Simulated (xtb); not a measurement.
dimethyl carbonate (C₃H₆O₃), singlet, at a GFN2-xTB geometry; GFN-FF run with xtb.

xtb was given this input:
```
$ xtb mol.xyz --gfnff --json

# file mol.xyz
12

C      2.32517331     0.09994214     0.05033470
O      1.10482066    -0.54437804     0.39359877
C     -0.00225252     0.06041020    -0.03827659
O     -0.04037348     1.07614926    -0.67209545
O     -1.06015611    -0.65053184     0.35332550
C     -2.32406787    -0.12639913    -0.03399431
H      2.33572923     1.12457047     0.42682949
H      3.11149818    -0.48764306     0.51637074
H      2.45383247     0.12126973    -1.03361495
H     -3.06483642    -0.80965771     0.37240314
H     -2.40104093    -0.07929089    -1.12196490
H     -2.46262854     0.87711717     0.37296294
```

Task: Write the output that xtb gives for this input, abridged.

Result: 
```
   ID    Z sym.   atoms
    1    6 C      1, 3, 6
    2    8 O      2, 4, 5
    3    1 H      7-12

           -------------------------------------------------
          |                Calculation Setup                |
           -------------------------------------------------

          ==================== Thresholds ====================
          CN  :   150.00000
          rep :   500.00000
          disp:  2500.00000
          HB1 :   250.00000
          HB2 :   450.00000

          Pauling EN used:
          Z : 1  EN :  2.20
          Z : 6  EN :  2.55
          Z : 8  EN :  3.44
          electric field strengths (au): 0.000

           -------------------------------------------------
          |           Force Field Initialization            |
           -------------------------------------------------

          distances ...
          ----------------------------------------
          generating topology and atomic info file ...
          pair mat ...
          computing topology distances matrix with Floyd-Warshall algo ...
          making topology EEQ charges ...
          #fragments for EEQ constrain: 1
          ----------------------------------------
          generating topology and atomic info file ...
          pair mat ...
          computing topology distances matrix with Floyd-Warshall algo ...
          making topology EEQ charges ...
          #fragments for EEQ constrain: 1
          rings ...
          # BATM   46
          # H in HB   6
          doing iterative Hueckel for 1 subsystem(s) ...

  atom   neighbors  erfCN metchar sp-hybrid imet pi  qest     coordinates
    1  C       4    3.51   0.00         3    0    0   0.037    4.393941    0.188863    0.095119
    2  O       2    1.92   0.00         3    0    1  -0.301    2.087808   -1.028725    0.743794
    3  C       3    2.85   0.00         2    0    1   0.322   -0.004257    0.114159   -0.072332
    4  O       1    0.98   0.00         2    0    1  -0.346   -0.076295    2.033627   -1.270076
    5  O       2    1.92   0.00         3    0    1  -0.301   -2.003405   -1.229327    0.667688
    6  C       4    3.51   0.00         3    0    0   0.037   -4.391852   -0.238860   -0.064240
    7  H       1    0.97   0.00         0    0    0   0.092    4.413889    2.125130    0.806591
    8  H       1    0.97   0.00         0    0    0   0.092    5.879879   -0.921512    0.975799
    9  H       1    0.97   0.00         0    0    0   0.092    4.637071    0.229167   -1.953249
[...]
           -------------------------------------------------
          |                   G F N - F F                   |
          |          A general generic force-field          |
          |                  Version 1.0.3                  |
           -------------------------------------------------
          Number of HB bonds (bound hydrogen)     108
          Number of HB bonds (unbound hydrogen)   0
          Number of XB bonds                      0

         :::::::::::::::::::::::::::::::::::::::::::::::::::::
         ::                     SUMMARY                     ::
         :::::::::::::::::::::::::::::::::::::::::::::::::::::
         :: total energy              -1.830647444956 Eh    ::
         :: gradient norm              0.064303022374 Eh/a0 ::
         ::.................................................::
         :: bond energy               -1.780358549997 Eh    ::
         :: angle energy               0.011824451526 Eh    ::
         :: torsion energy             0.000005087676 Eh    ::
         :: repulsion energy           0.117218493282 Eh    ::
         :: electrostat energy        -0.173503529341 Eh    ::
         :: dispersion energy         -0.004356714538 Eh    ::
         :: HB energy                  0.000000000000 Eh    ::
         :: XB energy                  0.000000000000 Eh    ::
         :: bonded atm energy         -0.001476683564 Eh    ::
         :: external energy            0.000000000000 Eh    ::
         :: add. restraining           0.000000000000 Eh    ::
         :: total charge              -0.000000000000 e     ::
         :::::::::::::::::::::::::::::::::::::::::::::::::::::

           -------------------------------------------------
          |                Property Printout                |
           -------------------------------------------------

molecular dipole:
                 x           y           z       tot (Debye)
 q only:       -0.002       0.048      -0.028       0.141

           -------------------------------------------------
          | TOTAL ENERGY               -1.830647444956 Eh   |
          | GRADIENT NORM               0.064303022374 Eh/α |
           -------------------------------------------------
########################################################################
[WARNING] Runtime exception occurred
-1- gfnff_setup: Could not read topology file.
########################################################################

normal termination of xtb
```
